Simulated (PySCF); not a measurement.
Electron correlation in Hg⁺ (mercury, charge +1)

[Xe] 4f14 5d9 6s1 6p1, one real determinant (an excited configuration). Calculation: PySCF 2.14, in def2-QZVPPD with the def2 core potential (60 electrons); scalar relativity through the core potential. Frozen: 5s2 5p6; 11 electrons correlated.

```csv
level,correlation energy (mhartree)
CCSD,-313.69
(T),-10.61
CCSD(T),-324.30
```

Diagnostics: T1 = 0.0083, D1 = 0.0324, largest double amplitude 0.040.

**Question.** Is a single reference adequate?

**Answer.** Yes, within this model without spin-orbit coupling: T1 lies below 0.03 and no double amplitude reaches 0.07.

The reference is one real determinant that mixes LS terms of this configuration.
